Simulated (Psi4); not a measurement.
Intermolecular potential of CHN ··· H4Ge (SMILES C#N and [GeH4]). Monomers: optimised at B3LYP-D3(BJ) (def2-TZVP), held rigid. Orientation: a higher rigid-body minimum at GFN2-xTB. R is the distance of the centres of mass, along which the second monomer moves.

Geometry at R = 4.01 Å (first 3 atoms: monomer A):
```
8

C     -0.0265     0.0009     0.0000
N      1.1189    -0.0425     0.0000
H     -1.0924     0.0416     0.0000
Ge    -2.7213    -0.8541     2.2020
H     -3.4839    -0.7822     0.8708
H     -1.5647    -1.8566     2.0760
H     -3.6760    -1.3112     3.3149
H     -2.1607     0.5337     2.5465
```

Computed with: PBE/def2-TZVP, counterpoise-corrected (Psi4); PBE-D3(BJ)/def2-TZVP, counterpoise-corrected (Psi4); PBE0-D3(BJ)/def2-TZVP, counterpoise-corrected (Psi4); SAPT0/jun-cc-pVDZ, frozen core (Psi4).

Interaction energies in kJ/mol; the last columns give the difference from SAPT0:

| R / Å | PBE/def2-TZVP | PBE-D3(BJ)/def2-TZVP | PBE0-D3(BJ)/def2-TZVP | SAPT0/jun-cc-pVDZ | PBE/def2-TZVP − SAPT0/jun-cc-pVDZ | PBE-D3(BJ)/def2-TZVP − SAPT0/jun-cc-pVDZ | PBE0-D3(BJ)/def2-TZVP − SAPT0/jun-cc-pVDZ |
|---|---|---|---|---|---|---|---|
| 3.45 | 22.91 | 17.30 | 18.40 | 27.08 | -4.17 | -9.78 | -8.67 |
| 3.59 | 14.52 | 9.30 | 10.25 | 17.66 | -3.14 | -8.36 | -7.41 |
| 3.83 | 6.31 | 1.78 | 2.57 | 8.25 | -1.94 | -6.47 | -5.68 |
| 4.01 | 3.14 | -0.87 | -0.16 | 4.54 | -1.40 | -5.41 | -4.71 |
| 4.21 | 1.23 | -2.21 | -1.59 | 2.28 | -1.05 | -4.49 | -3.88 |
| 4.41 | 0.28 | -2.62 | -2.10 | 1.12 | -0.84 | -3.74 | -3.22 |
| 4.72 | -0.24 | -2.40 | -2.03 | 0.37 | -0.61 | -2.78 | -2.40 |
| 5.05 | -0.27 | -1.81 | -1.56 | 0.14 | -0.41 | -1.95 | -1.71 |
| 5.55 | -0.11 | -1.00 | -0.89 | 0.08 | -0.19 | -1.08 | -0.97 |
| 6.18 | 0.02 | -0.43 | -0.39 | 0.07 | -0.06 | -0.51 | -0.47 |
| 7.18 | 0.05 | -0.12 | -0.11 | 0.05 | -0.01 | -0.17 | -0.17 |
| 8.52 | 0.03 | -0.03 | -0.03 | 0.03 | 0.00 | -0.06 | -0.06 |

PBE/def2-TZVP is furthest from SAPT0/jun-cc-pVDZ at 3.45 (-4.17 kJ/mol, below); its mean absolute difference over the points is 1.15 kJ/mol.

PBE-D3(BJ)/def2-TZVP is furthest from SAPT0/jun-cc-pVDZ at 3.45 (-9.78 kJ/mol, below); its mean absolute difference over the points is 3.73 kJ/mol.

PBE0-D3(BJ)/def2-TZVP is furthest from SAPT0/jun-cc-pVDZ at 3.45 (-8.67 kJ/mol, below); its mean absolute difference over the points is 3.28 kJ/mol.
